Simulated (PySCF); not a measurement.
C2H6O2Se.
SMILES: `C[Se](C)(=O)=O`

Level of theory: PySCF, TDDFT CAM-B3LYP/def2-SVPD, vertical, gas phase, core orbitals frozen in the response. Isolated species at its PBE0-D3(BJ)/def2-SVP geometry, gas phase. Relativistic effects, spin–orbit coupling among them, are left out although an element past zinc is present.

| state | E (eV) | λ (nm) | ν̃ (cm⁻¹) | f | \|μ\| (D) | main configurations (H = HOMO, L = LUMO) |
| --- | --- | --- | --- | --- | --- | --- |
| S1 | 6.83 | 181.5 | 55090 | 0.090 | 1.86 | H→L (54%), H→L+2 (22%), H→L+5 (12%) |
| S2 | 6.91 | 179.4 | 55740 | 0.024 | 0.96 | H-1→L (51%), H-1→L+2 (30%), H-1→L+5 (8%) |
| S3 | 7.05 | 175.8 | 56900 | 0.0000 | 0.01 | H-2→L (43%), H-2→L+2 (34%), H-2→L+5 (12%) |
| S4 | 7.37 | 168.3 | 59410 | 0.064 | 1.52 | H-3→L (46%), H-3→L+2 (31%), H-3→L+5 (11%) |
| S5 | 7.71 | 160.8 | 62210 | 0.0001 | 0.05 | H→L+2 (44%), H→L (33%), H→L+5 (15%) |
| S6 | 7.89 | 157.1 | 63640 | 0.011 | 0.60 | H-1→L+4 (42%), H-1→L+2 (30%), H-1→L (19%) |
| S7 | 7.93 | 156.3 | 63970 | 0.116 | 1.97 | H→L+4 (71%), H→L (8%) |
| S8 | 8.12 | 152.6 | 65530 | 0.0000 | 0.03 | H-1→L+1 (45%), H-1→L+6 (23%), H-1→L+9 (16%) |
| S9 | 8.20 | 151.3 | 66100 | 0.0001 | 0.05 | H-2→L+4 (33%), H-2→L+2 (23%), H-2→L (17%) |
| S10 | 8.22 | 150.8 | 66300 | 0.014 | 0.67 | H→L+1 (43%), H-3→L+4 (19%), H→L+6 (8%) |

Triplets, Tamm–Dancoff:

```json
{"state": "T1", "E (eV)": "6.04", "λ (nm)": "205.3", "main configurations (H = HOMO, L = LUMO)": "H-1→L+2 (38%), H-1→L (32%), H-1→L+5 (17%)"}
{"state": "T2", "E (eV)": "6.12", "λ (nm)": "202.7", "main configurations (H = HOMO, L = LUMO)": "H→L+2 (40%), H→L (38%), H→L+5 (12%)"}
{"state": "T3", "E (eV)": "6.46", "λ (nm)": "192.0", "main configurations (H = HOMO, L = LUMO)": "H-2→L+2 (36%), H-2→L (33%), H-2→L+5 (15%)"}
{"state": "T4", "E (eV)": "6.67", "λ (nm)": "185.9", "main configurations (H = HOMO, L = LUMO)": "H-3→L+2 (37%), H-3→L (34%), H-3→L+5 (14%)"}
```

The lowest singlet comes at 182 nm (659 kJ/mol) in the vacuum ultraviolet; it is of moderate strength; its leading configuration is HOMO→LUMO (54%). The strongest level in the table is S7 at 7.93 eV (156 nm, f = 0.116). Löwdin shares by element: HOMO oxygen 62%, selenium 12%, carbon 11% or more (atoms not listed hold the other 15%); LUMO selenium 36%, carbon 19%, hydrogen 7% or more (atoms not listed hold the other 37%). The listed states span 1.39 eV, and the widest gap between neighbours is 0.35 eV (S4 to S5). The oscillator strengths of these states sum to 0.319; summed over the whole spectrum of an exact calculation they would give the number of electrons, 68 (Thomas–Reiche–Kuhn). Orbital energies (eV): HOMO-3 -10.37, HOMO-2 -10.26, HOMO-1 -9.86, HOMO -9.70, LUMO 0.36, LUMO+1 1.24, LUMO+2 1.29. No computed singlet lies in the visible range (380 to 750 nm); the lowest, at 182 nm, stands 3.57 eV above its violet end (3.26 eV). The vertical ionisation energy (ΔSCF) is 10.59 eV, 2.37 eV above S10. Only the lowest 10 singlets were computed, as vertical energies without vibronic structure.

The run took 2.2 min of wall time on one thread of an x86-64 server, no GPU (shared host).
